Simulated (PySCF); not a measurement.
H2W, SMILES [WH2] (connectivity only; charge and spin as stated), neutral, multiplicity 5. Coordinates come from a PBE-D3(BJ)/def2-TZVPD optimisation. The multiplicity is an assumed one; other spin states were not compared. The def2 effective core potentials stand for the cores of W; spin–orbit coupling is left out.

Level of theory: PBE-D3(BJ)/def2-TZVPD (PySCF).

Harmonic wavenumbers (cm⁻¹): 635, 1903, 1916. Rotational constants (GHz): 275.3, 123.8, 85.40; symmetry number 2.

Question: Work out the zero-point energy and the ideal-gas rigid-rotor harmonic-oscillator thermochemistry at 298.15 K and 1 atm.

Answer: ZPE = ½ Σ hcν = ½ × 4454 cm⁻¹ = 6.37 kcal/mol. H − E(el) = 8.83 kcal/mol. Entropy in cal/(mol K): translation 41.57, rotation 13.99, vibration 0.40, spin 3.20, total 59.15. G − E(el) = -8.81 kcal/mol. Cp = 8.94 cal/(mol K).
